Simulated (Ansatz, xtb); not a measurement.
## Two isomers of C4H3F3

Structure I: `C=C(F)/C(F)=C\F`, a singlet. Structure II: `C=C=CC(F)(F)F`, a singlet. Both are isolated molecules in the gas phase, relaxed with r2SCAN-D4/def2-SVP; the shapes shown needn't be the lowest conformers.

I (Å):

```tsv
atom	x (Å)	y (Å)	z (Å)
C	0.3961	1.3963	1.4000
C	0.2862	0.7990	0.2064
C	-0.6522	-0.2658	-0.1132
C	-0.8282	-0.9168	-1.2790
F	1.0645	1.1530	-0.8236
F	-1.4394	-0.6312	0.9127
F	-0.1178	-0.6540	-2.3684
H	-0.2507	1.0876	2.2203
H	1.1310	2.1888	1.5490
H	-1.5757	-1.7076	-1.3930
```

II (Å):

```xyz
10

C    -0.5877    0.9758    2.8338
C    -0.2243    0.6341    1.6267
C     0.1398    0.2932    0.4136
C     0.8681   -0.9782    0.1038
F     0.1674   -1.7345   -0.7629
F     2.0544   -0.7225   -0.4805
F     1.1009   -1.7169    1.1947
H    -1.5641    0.6814    3.2355
H     0.0760    1.5612    3.4804
H    -0.0728    0.9311   -0.4533
```

Q: Which of the two would you expect CCSD(T)/def2-SVP + ΔMP2/def2-TZVPP electronic energies to favour?

A: Structure II; the calculation gives E(II) − E(I) = −11.5 kcal/mol.

Level by level:

| level | geometry | E(II) − E(I) (kcal/mol) | departure from the last row (kcal/mol) | job, with rough time for the two |
| --- | --- | --- | --- | --- |
| r2SCAN-D4/def2-SVP | r2SCAN-D4/def2-SVP | −10.8 | +0.7 | optimisation, 2 min |
| HF/def2-SVP | r2SCAN-D4/def2-SVP | −15.3 | −3.8 | part of the CCSD(T) run |
| MP2/def2-SVP | r2SCAN-D4/def2-SVP | −13.7 | −2.2 | part of the CCSD(T) run |
| CCSD(T)/def2-SVP | r2SCAN-D4/def2-SVP | −13.0 | −1.5 | single point |
| CCSD(T)/def2-SVP + ΔMP2/def2-TZVPP | r2SCAN-D4/def2-SVP | −11.5 |  | single point, 1.8 min |

As drawn, both hold the same kinds of bond in the same numbers.

The levels shown agree on the order. The largest departure from CCSD(T)/def2-SVP + ΔMP2/def2-TZVPP is that of HF/def2-SVP, 3.8 kcal/mol. Levels run at GFN2-xTB geometries aren't shown. The last row adds to CCSD(T) the change of the MP2 difference between the two basis sets, here +1.5 kcal/mol.

With thermal terms from frequencies at re-optimised GFN2-xTB minima (ideal gas, soft modes damped towards free rotors, one conformer each, 298.15 K, 1 atm): the zero-point term adds −0.9 kcal/mol; ΔH is −12.3 and ΔG −12.5 kcal/mol.

The correlated steps freeze 7 core orbitals. Run with Ansatz 0.2.0, xtb 6.7.1; the last row on 2 threads of Arm Neoverse N1 on a shared host.
